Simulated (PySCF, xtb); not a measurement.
F3H3O3Si2, SMILES O[Si](O)(O)[Si](F)(F)F.

GFN2-xTB in xtb 6.7.1 at its own geometry gives an orbital gap of 6.05 eV and a dipole moment of 3.15 D.

Geometry optimised at PBE0-D3(BJ)/def2-SVP. This is a generated structure with no PubChem entry under its InChIKey; it may be hypothetical. Other conformers were not sampled.

Question: What does PBE0/def2-TZVP in PySCF give? (Estimate from the structure and the level; the computed values follow.)

Answer: gap 8.44 eV (levels -8.75 and -0.31 eV), dipole 1.45 D.
